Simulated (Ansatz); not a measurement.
A series at W: from `[S]=[W]([Cl])([Cl])([Cl])[Cl]`, ligands are replaced one by one, each step taking up H–F and setting free HCl; n counts the steps. Ansatz, PBE0-D4/def2-TZVP geometries.

| n | molecule | HOMO energy, ωB97M-V/def2-TZVPP (eV) |
| --- | --- | --- |
| 0 | `[S]=[W]([Cl])([Cl])([Cl])[Cl]` | -10.91 |
| 1 | `[F][W](=[S])([Cl])([Cl])[Cl]` | -10.98 |
| 2 | `[F][W]([F])(=[S])([Cl])[Cl]` | -11.12 |
| 3 | `[F][W]([F])([F])(=[S])[Cl]` | -11.27 |
| 4 | `[F][W]([F])([F])([F])=[S]` | ? |

Question: By hand: fit a straight line y = ȳ + b (n − n̄) to the 4 given rows and predict n = 4.

Answer: n̄ = 1.500, ȳ = -11.070; Σ(n − n̄)(y − ȳ) = -0.610, Σ(n − n̄)² = 5.000, so b = -0.122 eV a step. Prediction: -11.070 + (-0.122) × (2.500) = -11.38 eV.

Question: By hand: compare with the computed value, -11.55 eV, and give the steps along the whole series.

Answer: The line misses by -0.17 eV (computed minus predicted). Steps: -0.07, -0.14, -0.15, -0.28 eV.

The steps grow at each stage, from -0.07 to -0.28 eV, so the series is curved and an end member is harder to predict than an inner one. The highest orbital can change its character along such a series. The miss is 26.6 % of the series' range.
